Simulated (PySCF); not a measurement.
Computed shifts of a molecule C4H4Cl2, PBE/pcSseg-1 run with PySCF, GIAO, gas phase, atoms alike by connectivity averaged where their shifts nearly agree, in ppm (number of nuclei): ¹³C: 151.1 (1), 134.7 (1), 133.7 (1), 125.6 (1). ¹H: 6.36 (1), 6.31 (1), 5.73 (2). References: ¹³C against TMS (σ = 182.0 ppm); ³⁵Cl against HCl (σ = 936.5 ppm); ¹H against TMS (σ = 31.49 ppm), references at their B3LYP-D3(BJ)/def2-TZVP geometries, non-relativistic (without spin–orbit terms, shifts of atoms bonded to Cl or Br come out too high). Coordinates come from a ωB97X-D3(BJ)/def2-SVP optimisation. One conformer was computed; it need not be the lowest.

Problem. Identify the compound among the candidates.
A) C=C=C(Cl)CCl
B) ClC1=C(Cl)CC1
C) CC(Cl)=C=CCl
D) C=C(Cl)/C=C\Cl

Solution. D, C=C(Cl)/C=C\Cl
